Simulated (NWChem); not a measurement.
All runs are NWChem calculations. System: H2Mg, charge 0, spin multiplicity 1, at a geometry optimised with PBE0/def2-SVP. The structure started from a generated list of species. Level: real-time TD-PBE0/6-31G* (spherical d).

NWChem printed:

```
             Northwest Computational Chemistry Package (NWChem) 7.3.0
             --------------------------------------------------------

                                NWChem Input Module
                                -------------------

 Scaling coordinates for geometry "system" by  1.889725989
 (inverse scale =  0.529177249)

                              Geometry "system" -> ""
                              -----------------------

 Output coordinates in angstroms (scale by  1.889725989 to convert to a.u.)

  No.       Tag          Charge          X              Y              Z
 ---- ---------------- ---------- -------------- -------------- --------------
    1 Mg                  12.0000     0.00000000     0.00000000     0.00000000
    2 H                    1.0000     0.00000000     0.00000000     1.70528300
    3 H                    1.0000     0.00000000     0.00000000    -1.70528300

 Effective nuclear repulsion energy (a.u.)       7.6027513325

            Nuclear Dipole moment (a.u.)
            ----------------------------
        X                 Y               Z
 ---------------- ---------------- ----------------
     0.0000000000     0.0000000000     0.0000000000


 Summary of "ao basis" -> "" (spherical)
 ------------------------------------------------------------------------------
       Tag                 Description            Shells   Functions and Types
 ---------------- ------------------------------  ------  ---------------------
 *                           6-31g*                   on all atoms

                                 NWChem DFT Module
                                 -----------------

 Summary of "ao basis" -> "ao basis" (spherical)
 ------------------------------------------------------------------------------
       Tag                 Description            Shells   Functions and Types
 ---------------- ------------------------------  ------  ---------------------
 Mg                          6-31g*                  8       18   4s3p1d
 H                           6-31g*                  2        2   2s

 Summary of "ao basis" -> "ao basis" (spherical)
 ------------------------------------------------------------------------------
       Tag                 Description            Shells   Functions and Types
 ---------------- ------------------------------  ------  ---------------------
 Mg                          6-31g*                  8       18   4s3p1d
 H                           6-31g*                  2        2   2s

  itol2e modified to match energy
  convergence criterion.
  tol_rho modified to match energy
  convergence criterion.

            General Information
            -------------------
          SCF calculation type: DFT
          Wavefunction type:  closed shell.
          No. of atoms     :     3
          No. of electrons :    14
           Alpha electrons :     7
            Beta electrons :     7
          Charge           :     0
          Spin multiplicity:     1
          Use of symmetry is: off; symmetry adaption is: off
          Maximum number of iterations: 100
          AO basis - number of functions:    22
                     number of shells:    12
          Convergence on energy requested:  1.00D-10
          Convergence on density requested:  1.00D-09
          Convergence on gradient requested:  1.00D-08

              XC Information
              --------------
                         PBE0 Method XC Functional
                     Hartree-Fock (Exact) Exchange  0.250
          PerdewBurkeErnzerhof Exchange Functional  0.750
            Perdew 1991 LDA Correlation Functional  1.000 local
           PerdewBurkeErnz. Correlation Functional  1.000 non-local

             Grid Information
             ----------------
          Grid used for XC integration:  medium
          Radial quadrature: Mura-Knowles
          Angular quadrature: Lebedev.
          Tag              B.-S. Rad. Rad. Pts. Rad. Cut. Ang. Pts.
          ---              ---------- --------- --------- ---------
          Mg                  1.50       88           8.0       590
          H                   0.35       45           9.0       434
          Grid pruning is: on
[...]
          Density screening/tol_rho:  1.00D-13
          AO Gaussian exp screening on grid/accAOfunc:  23
          CD Gaussian exp screening on grid/accCDfunc:  20
          XC Gaussian exp screening on grid/accXCfunc:  20
          Schwarz screening/accCoul:  1.00D-11

 *************************
 * Closed-shell RT-TDDFT *
 *************************

 Geometry               Atoms      Basis func.   Nuc. charge          Nuc. dip. mom.
 -----------------------------------------------------------------------------------------
 *system               3 (100% )    22 (100% )     14.00        0.00      0.00      0.00

=============== Geometry Initialization ===============
  Active geometry: "system"
  No linear dependencies
  Number of atomic orbitals    = 22
  Number of molecular orbitals = 22
=======================================================

             System parameters
             -----------------
     No. atoms              : 3
     Wavefunction type      : restricted
     No. alpha electrons    : 7
     No. beta electrons     : 7
     Total no. electrons    : 14
     System charge          : 0

               2e integrals
               ------------
     tol2e for real part of Fock matrix:  1.0000E-11
     tol2e for imag part of Fock matrix:  1.0000E-13

                    Propagation parameters
                    ----------------------
     End time (tmax)       :  1.5000E+02 au =  3.6283E+00 fs
     Time step (dt)        :  2.0000E-01 au =  4.8378E-03 fs
     No. time steps (nt)   : 750
     Progagation method    : 2nd order Magnus w/ self-consistent interpolation
     Exponentiation method : Adaptive contractive power series

                        Tolerances
                        ----------
     Zero / comparison / check tolerance  :  1.0000E-08
     Series convergence tolerance         :  1.0000E-10
     Interpolation convergence tolerance  :  1.0000E-07
     Reqd no. zero terms in series        : 3
     Reqd no. zero terms in interpolation : 1

                Output and checking parameters
                ------------------------------
     Quantites to print : messages, dipole, field, energy, <S^2>
     No. print points   : 750 (once every 1 time steps)
     No. checks         : 10 (once every 75 time steps)
     No. restart points : 100 (once every 7 time steps)
     Checking level     : 1 (checkpoints only)
     Profiling          : No

 Dipole and quadrupole matrices
 ------------------------------
     Center of mass = ( 0.0000E+00,  0.0000E+00,  0.0000E+00)
     norm[D_x]  =  2.4367E+00
     norm[D_y]  =  2.4367E+00
     norm[D_z]  =  3.2225E+00
     norm[Q_xx] =  1.7812E+01
     norm[Q_xy] =  5.9374E+00
     norm[Q_xz] =  5.9374E+00
     norm[Q_yy] =  1.7812E+01
     norm[Q_yz] =  5.9374E+00
     norm[Q_zz] =  1.7812E+01

         Applied fields
         --------------

               "kick"
     Type            : delta
     Polarization    : y
     Field maximum   :  1.0000E-04 au =  5.1421E-02 V/nm

        Excitation rules
        ----------------
     Excite geometry "system" with "kick"

                             Closed shell propagation
                             ------------------------

****************************** WARNING ******************************
  Starting movecs not specified--trying SCF output:
   ./mol.movecs
*********************************************************************

     File name              : ./mol.movecs
     Job title              :
     Basis set name         : ao basis
     SCF type               : dft
     Atomic orbitals        : 22
     Molecular orbitals     : 22

   Vector      Occupation     Eigenvalue [au]
 --------------------------------------------
         1        2.00       -4.69198834E+01
         2        2.00       -3.15378738E+00
         3        2.00       -1.87820596E+00
         4        2.00       -1.87820596E+00
         5        2.00       -1.87017956E+00
         6        2.00       -3.14519030E-01
         7        2.00       -2.65409745E-01
         8        0.00       -2.18696258E-02
         9        0.00       -2.18696258E-02
        10        0.00        1.17696153E-02
        11        0.00        9.97568152E-02
        12        0.00        1.16846176E-01
        13        0.00        1.79293494E-01
        14        0.00        1.79293494E-01
        15        0.00        2.69864309E-01
        16        0.00        2.69864309E-01
        17        0.00        3.01423119E-01
        18        0.00        3.01424262E-01
        19        0.00        3.02202580E-01
        20        0.00        4.78833837E-01
        21        0.00        1.05777624E+00
        22        0.00        1.06339323E+00

kick      0.00000        ### Propagation started ###
kick      0.00000        ### Checks passed ###
kick      0.00000   0.000000000000E+000   1.000000000000E-004   0.000000000000E+000     # Applied E-field [system] (alpha spin)
kick      0.00000   0.000000000000E+000   1.000000000000E-004   0.000000000000E+000     # Applied E-field [system] (beta spin)
kick      0.00000   7.602751332472E+000     # Enuc
kick      0.00000  -2.956875758367E+002     # Ecore
kick      0.00000   1.040717314985E+002     # Ecoul
kick      0.00000  -1.709311198828E+001     # Exc(1)
kick      0.00000   0.000000000000E+000     # Exc(2)
kick      0.00000  -2.011062049939E+002     # Etot
kick      0.00000   1.989519660128E-013     # Eadded
kick      0.00000  -9.265534214700E-016  -1.451677395696E-015   1.731947918415E-014     # Dipole moment [system]
kick      0.00000        ### Saved restart file ###
kick      0.00000   1.560973572623E-013     # Magnus interpol (matrix 1 of 1)
kick      0.00000                     2     # Magnus total interpolations
kick      0.20000   0.000000000000E+000   0.000000000000E+000   0.000000000000E+000     # Applied E-field [system] (alpha spin)
kick      0.20000   0.000000000000E+000   0.000000000000E+000   0.000000000000E+000     # Applied E-field [system] (beta spin)
kick      0.20000   7.602751332472E+000     # Enuc
kick      0.20000  -2.956875758364E+002     # Ecore
kick      0.20000   1.040717314985E+002     # Ecoul
kick      0.20000  -1.709311198828E+001     # Exc(1)
kick      0.20000   0.000000000000E+000     # Exc(2)
kick      0.20000  -2.011062049937E+002     # Etot
kick      0.20000   2.499120910215E-010     # Eadded
kick      0.20000  -8.303418896055E-016   3.861996904390E-006   1.643130076445E-014     # Dipole moment [system]
kick      0.20000   3.701483564100E-013     # Magnus interpol (matrix 1 of 1)
kick      0.20000                     2     # Magnus total interpolations
kick      0.40000   0.000000000000E+000   0.000000000000E+000   0.000000000000E+000     # Applied E-field [system] (alpha spin)
kick      0.40000   0.000000000000E+000   0.000000000000E+000   0.000000000000E+000     # Applied E-field [system] (beta spin)
kick      0.40000   7.602751332472E+000     # Enuc
...
kick     28.40000   2.140501801414E-016   7.948601766493E-005   5.995204332976E-015     # Dipole moment [system]
kick     28.40000   4.440892098501E-016     # Magnus interpol (matrix 1 of 1)
kick     28.40000                     2     # Magnus total interpolations
kick     28.60000   0.000000000000E+000   0.000000000000E+000   0.000000000000E+000     # Applied E-field [system] (alpha spin)
kick     28.60000   0.000000000000E+000   0.000000000000E+000   0.000000000000E+000     # Applied E-field [system] (beta spin)
kick     28.60000   7.602751332472E+000     # Enuc
kick     28.60000  -2.956875758249E+002     # Ecore
kick     28.60000   1.040717314942E+002     # Ecoul
kick     28.60000  -1.709311198745E+001     # Exc(1)
kick     28.60000   0.000000000000E+000     # Exc(2)
kick     28.60000  -2.011062049857E+002     # Etot
kick     28.60000   8.290783171105E-009     # Ea
```

Q: Write an NWChem input that would produce this output.

A: This is not unique; one that fits is 
```
start mol
memory heap 200 mb stack 900 mb global 1100 mb
geometry "system" units angstroms nocenter noautoz noautosym
  Mg     0.000000     0.000000     0.000000
  H      0.000000     0.000000     1.705283
  H      0.000000     0.000000    -1.705283
end
set geometry "system"
basis spherical
  * library 6-31g*
end
dft
  xc pbe0
  semidirect memsize 60000000 filesize 0
  iterations 100
  convergence energy 1e-10 density 1e-9 gradient 1e-8
  tolerances tight
end
task dft energy
rt_tddft
  tmax 150.0
  dt 0.2
  tag "kick"
  print dipole
  field "kick"
    type delta
    polarization y
    max 0.0001
  end
  excite "system" with "kick"
end
task dft rt_tddft
```
